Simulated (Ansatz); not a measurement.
Cost and result for the atomization energy of CH5NOSi (`N=C(O)[SiH3]`) (9 atoms, 8 bonds).

Cartesian coordinates in Å:
```
N -0.646 -0.967 1.268
C -0.145 -0.634 0.155
O 0.117 -1.583 -0.764
Si 0.320 1.111 -0.437
H -0.795 -0.165 1.871
H -0.150 -2.430 -0.373
H -0.034 2.043 0.663
H 1.775 1.177 -0.718
H -0.443 1.448 -1.664
```

Total charge 0; spin multiplicity 1. All single points use the PBE0-D4/def2-TZVP geometry. It is one conformer, not always the lowest. Program: Ansatz. All runs use 2 threads of an Intel Xeon 6975P-C on a shared host. Times are those of one run each, without the atoms' runs, and a repeat can differ threefold. Electronic energies, without spin–orbit coupling; frozen cores. CCSD(T)/CBS adds CCSD(T) − MP2 in def2-TZVPP to the MP2 limit, and its time is that of the two runs behind it. T1 = 0.014. B3LYP takes the VWN-RPA correlation (the form of Gaussian; ORCA's B3LYP/G).

CCSD(T)/CBS is a level of theory with its own doubt, some kJ/mol a heavy atom from the limit and from the frozen cores, so smaller differences don't rank the functionals.

| level | functions | wall time |
| --- | --- | --- |
| BLYP-D4/def2-TZVPP | 205 | 1.2 s |
| PBE-D4/def2-TZVPP (with forces) | 205 | 1.6 s |
| CCSD(T)/def2-SVP | 85 | 1.9 s |
| PBE0-D4/def2-TZVPP | 205 | 2 s |
| BHLYP-D4/def2-TZVPP | 205 | 2.1 s |
| B3LYP-D4/def2-TZVPP (with forces) | 205 | 3 s |
| B97M-V/def2-TZVPP | 205 | 3.7 s |
| B2PLYP/def2-TZVPP | 205 | 3.8 s |
| ωB97X-V/def2-TZVPP | 205 | 4.6 s |
| ωB97M-V/def2-TZVPP (with forces) | 205 | 6 s |
| MP2/def2-QZVPP | 391 | 14 s |
| CCSD(T)/def2-TZVPP | 205 | 27 s |
| CCSD(T)/CBS(def2) | – | 41 s |

(1) What atomization energy does each give, and how far from CCSD(T)/CBS? (An estimate is asked.)

Answers

(1) Ansatz gave: 
```tsv
level	atomization (kcal/mol)	difference from CCSD(T)/CBS	per bond
BLYP-D4/def2-TZVPP	771.0	6.5	0.8
PBE-D4/def2-TZVPP (with forces)	783.5	19.0	2.4
CCSD(T)/def2-SVP	712.7	-51.8	-6.5
PBE0-D4/def2-TZVPP	762.3	-2.2	-0.3
BHLYP-D4/def2-TZVPP	736.3	-28.2	-3.5
B3LYP-D4/def2-TZVPP (with forces)	766.7	2.2	0.3
B97M-V/def2-TZVPP	764.5	0.0	0.0
B2PLYP/def2-TZVPP	756.8	-7.7	-1.0
ωB97X-V/def2-TZVPP	768.8	4.3	0.5
ωB97M-V/def2-TZVPP (with forces)	767.9	3.4	0.4
MP2/def2-QZVPP	766.7	2.2	0.3
CCSD(T)/def2-TZVPP	740.7	-23.8	-3.0
CCSD(T)/CBS(def2)	764.5	0.0	0.0
```

At CCSD(T), def2-SVP lies −51.8 kcal/mol from the extrapolated value and def2-TZVPP −23.9 kcal/mol: correlation converges slowly with the basis, and small sets miss more of it in the bonded molecule than in its fragments. In def2-TZVPP, CCSD(T) changes the Hartree–Fock value by +218.8 kcal/mol (the triples alone add +13.8 kcal/mol) and MP2 by +230.6 kcal/mol; breaking electron pairs costs correlation energy, which Hartree–Fock lacks. Leaving LDA and LC-ωPBE aside and taking each functional with its dispersion term where it has one, the values spread over 47.2 kcal/mol, from BHLYP-D4 to PBE-D4. LDA lies +105.9 kcal/mol from PBE without D4, its usual overbinding.
